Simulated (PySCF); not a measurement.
3-bromo-1-chloro-1-fluoropropa-1,2-diene (C₃HBrClF), SMILES FC(Cl)=C=CBr. Atoms are numbered in the order given.

```xyz
7

F     -2.3700    -1.4251     0.4518
C     -1.7005    -0.5129    -0.2419
Cl    -2.7353     0.7089    -0.8837
C     -0.4030    -0.5471    -0.4306
C      0.8894    -0.5428    -0.6080
Br     2.1060     0.3264     0.5737
H      1.4047    -1.0324    -1.4412
```
Charge 0, spin multiplicity 1.

Geometry optimised at r2SCAN-D4/def2-SVP.

Two levels are set side by side: PBE/pcSseg-1 (PySCF) and PBE0/pcSseg-1 (PySCF). GIAO shifts against CFCl3 (¹⁹F), HCl (³⁵Cl), TMS (¹H), TMS (¹³C) at the same level; non-relativistic, no solvent, atoms listed together averaged. Without spin–orbit terms, shifts of atoms bonded to Cl or Br come out too high at both levels. Differences are taken from unrounded values.

```csv
quantity,PBE0
δ(¹⁹F) of F1 (ppm),-85.1
δ(¹³C) of C2 (ppm),153.1
δ(³⁵Cl) of Cl3 (ppm),293.6
δ(¹³C) of C4 (ppm),205.6
δ(¹³C) of C5 (ppm),114.5
δ(¹H) of H7 (ppm),7.25
```

Task: What does PBE give, and how far is it from PBE0? (The exact figures need the calculation; the answer reports its results.)

Result: 
| quantity | PBE | PBE minus PBE0 |
|---|---|---|
| δ(¹⁹F) of F1 (ppm) | -86.4 | -1.4 |
| δ(¹³C) of C2 (ppm) | 153.2 | 0.1 |
| δ(³⁵Cl) of Cl3 (ppm) | 325.9 | 32.3 |
| δ(¹³C) of C4 (ppm) | 203.0 | -2.6 |
| δ(¹³C) of C5 (ppm) | 114.2 | -0.2 |
| δ(¹H) of H7 (ppm) | 7.29 | 0.04 |

Rough cost on one machine, each run with all the roots and properties that it gave: PBE0 against PBE within a factor of 2.
